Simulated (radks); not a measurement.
All-electron atom: Ne2.75+ in [He] 2s2 2p(up 2.25, down 1) (fractional occupations, a model configuration). Calculated with a radial shooting solver on a logarithmic mesh with Libxc functionals: non-relativistic Kohn-Sham, PBE, spin-polarised, spherical densities, point nucleus.

Normalised radial functions P(r) = r R(r), r in bohr:

| r | 1s up |
|---|---|
| 0.009213 | 0.5109 |
| 0.01125 | 0.6114 |
| 0.01374 | 0.7284 |
| 0.01679 | 0.8630 |
| 0.0205 | 1.0157 |
| 0.02504 | 1.1856 |
| 0.03083 | 1.3780 |
| 0.03766 | 1.5726 |
| 0.046 | 1.7684 |
| 0.05618 | 1.9530 |
| 0.06862 | 2.1104 |
| 0.08382 | 2.2210 |
| 0.1032 | 2.2638 |
| 0.126 | 2.2160 |
| 0.154 | 2.0695 |
| 0.188 | 1.8258 |
| 0.2297 | 1.5038 |
| 0.2805 | 1.1402 |
| 0.3454 | 0.7692 |
| 0.4218 | 0.4662 |
| 0.5152 | 0.2442 |
| 0.6293 | 0.1072 |
| 0.7686 | 0.0380 |
| 0.9464 | 0.0098 |
| 1.156 | 0.0019 |
| 1.412 | 0.0003 |
| 1.724 | 0.0000 |
| 2.106 | 0.0000 |
| 2.572 | 0.0000 |

1s up: eigenvalue -905.16 eV, 0 radial nodes, <r> = 0.158 bohr, 90 % of the charge inside 0.283 bohr.
